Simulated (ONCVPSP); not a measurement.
## What the settings do to the ONCV potential of cerium

Base potential:

```json
{
  "Element": "cerium",
  "Generator": "ONCVPSP 4.0.1",
  "Type": "optimised norm-conserving Vanderbilt (ONCV)",
  "Functional": "PBEsol",
  "Relativity": "scalar-relativistic",
  "Frozen core": "[Kr] 4d10",
  "Valence charge": "12",
  "Reference configuration": "4f1 5s2 5p6 5d2 6s1",
  "Partial waves": "5s+6s: rc 2.80 bohr, ncon 4, nbas 9, qcut 4.9 1/bohr, 2 projectors; 5p: rc 1.75 bohr, ncon 3, nbas 6, qcut 5.1 1/bohr, 3 projectors, debl 2.1 Ha; 5d: rc 3.70 bohr, ncon 4, nbas 9, qcut 4.3 1/bohr, 1 projector; 4f: rc 1.10 bohr, ncon 4, nbas 8, qcut 16.8 1/bohr, 2 projectors, debl 2.4 Ha",
  "Local potential": "polynomial inside 0.90 bohr (lpopt 1, dvloc0 4 Ha)",
  "Core correction": "none"
}
```

All-electron outer shells of the reference configuration (PBEsol, scalar-relativistic, ld1.x):

```
shell  level (eV)  outermost node (bohr)  outermost maximum (bohr)
   4d     -108.77                   0.31                      0.66
   5s      -39.03                   0.75                      1.37
   5p      -21.75                   0.81                      1.55
   4f       -3.83                      –                      0.71
   6s       -3.22                   1.83                      3.82
   5d       -2.13                   0.92                      2.23
```

Cutoffs, loose and tight: the cutoffs (Ha) at which the residual kinetic energy of the hardest occupied pseudo-wave falls to 1 and 0.1 mHa per electron. They do not see the model core or the augmentation charge, which bear on the density cutoff. Test errors are all-electron minus pseudo excitation energies from the reference, over the configurations 4f1 5s2 5p6 5d1 6s2; 4f1 5s2 5p6 5d1 6s1; 4f1 5s2 5p6 5d1 6s0; 4f1 5s2 5p6 5d0 6s0. A dash means not determined; rows that change the core or the reference have their own tests. The largest error is taken over the tests solved by every variant that gives reliable tests at all: 4f1 5s2 5p6 5d1 6s0; 4f1 5s2 5p6 5d1 6s1; 4f1 5s2 5p6 5d1 6s2.

A true bound ghost makes a file unfit for plane-wave use even where its test errors are small: the radial tests pick states by their node count and pass the ghost by.

| change | outcome | cutoff, loose | cutoff, tight | bound ghosts | GHOST(+) flags above zero | largest test error (meV) |
| --- | --- | --- | --- | --- | --- | --- |
| base | generated | 107 Ha | 119 Ha | s | p | +2.3 |
| local potential polynomial inside 0.90 bohr (lpopt 1, dvloc0 -2.5 Ha) | generated | 107 Ha | 119 Ha | s | p, d | +2.9 |
| local potential polynomial inside 0.90 bohr (lpopt 1, dvloc0 -0.5 Ha) | generated | 107 Ha | 119 Ha | s | p, d | +2.6 |
| local potential polynomial inside 0.90 bohr (lpopt 1, dvloc0 1 Ha) | generated | 107 Ha | 119 Ha | s | p, d | +2.5 |
| local potential polynomial inside 0.90 bohr (lpopt 1, dvloc0 2 Ha) | generated | 107 Ha | 119 Ha | s | p, d | +2.4 |
| local potential polynomial inside 0.90 bohr (lpopt 1, dvloc0 5 Ha) | generated | 107 Ha | 119 Ha | s | p, d | +2.2 |
| local potential polynomial inside 0.90 bohr (lpopt 1, dvloc0 5.5 Ha) | generated | 107 Ha | 119 Ha | s | p, d | +2.2 |
| local potential polynomial inside 0.90 bohr (lpopt 1, dvloc0 8 Ha) | generated | 107 Ha | 119 Ha | s | p | +2.1 |
| local potential polynomial inside 0.90 bohr (lpopt 1, dvloc0 9 Ha) | generated | 107 Ha | 119 Ha | s | p | +2.0 |

Reading the sweep of the dvloc0 (base included, trends over the rows without a ghost): Bound ghosts are found at -2.5, -0.5, 1, 2, 4, 5, 5.5, 8, 9 Ha. Every judged row has one, so this setting neither creates nor removes them.
